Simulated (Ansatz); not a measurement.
Calculated with Ansatz (gas phase, PBE0-D4/def2-TZVP geometries, no zero-point term in ΔE). CCSD(T)/CBS adds triple-zeta CCSD(T) − MP2 to the extrapolated MP2 energy (def2 sets, frozen cores). DFT in def2-TZVPP. Each species was taken in one conformer, which may not be the lowest.

Reaction (formal exchange of groups at the Si–C bond): `N=C([SiH3])BO` + `FB[SiH3]` → `FB[SiH2][SiH3]` + `N=CBO`

`N=C([SiH3])BO`:

Cartesian coordinates in Å:
```
N -1.385 1.350 0.138
C -0.498 0.425 0.098
Si 0.931 0.424 -1.158
B -0.646 -0.734 1.155
O 0.292 -1.708 1.113
H -1.222 2.065 -0.578
H 2.248 0.462 -0.471
H 0.880 -0.781 -2.026
H 0.769 1.647 -1.995
H -1.540 -0.753 1.953
H 0.170 -2.397 1.771
```

`FB[SiH3]`:

```xyz
7

F    -0.268    0.195   -2.165
B     0.299    0.540   -1.022
Si   -0.214   -0.375    0.722
H     1.127    1.411   -1.084
H    -0.613    0.662    1.714
H     0.988   -1.073    1.260
H    -1.319   -1.359    0.574
```

`FB[SiH2][SiH3]`:

Z-matrix (Å, degrees):
```
Si
B 1 2.027
Si 1 2.347 2 107.7
H 1 1.490 2 110.2 3 117.4
H 1 1.489 2 112.9 3 -120.2
F 2 1.322 1 120.3 3 95.1
H 2 1.203 1 123.3 3 -82.0
H 3 1.487 1 110.0 2 -62.2
H 3 1.488 1 110.0 2 57.4
H 3 1.487 1 110.7 2 177.5
```

`N=CBO`:

Cartesian coordinates in Å:
```
N -0.492 -1.177 0.451
C -0.176 0.027 0.718
B 0.406 0.865 -0.504
O 0.496 0.212 -1.670
H -0.860 -1.684 1.256
H -0.299 0.447 1.724
H 0.754 2.007 -0.439
H 0.172 -0.697 -1.537
```

CCSD(T)/CBS gives -0.32 eV.

Task: Another level gave -0.28 eV. Which?
A. PBE/def2-TZVPP
B. HF/def2-TZVPP
C. LC-ωPBE/def2-TZVPP
D. RPA@PBE/def2-TZVPP

Result: D. RPA@PBE/def2-TZVPP -0.28, LC-ωPBE -0.40, PBE -0.44, HF/def2-TZVPP -0.22 eV.

Largest T1 diagnostic among the species: 0.015.

Leaving LDA and LC-ωPBE aside and taking each functional with its dispersion term where it has one, the values, not all of them listed here, spread over 0.14 eV, from PBE-D4 to BHLYP-D4. In def2-TZVPP, CCSD(T) changes the Hartree–Fock value by −0.09 eV (the triples alone add −0.01 eV) and MP2 by −0.06 eV.
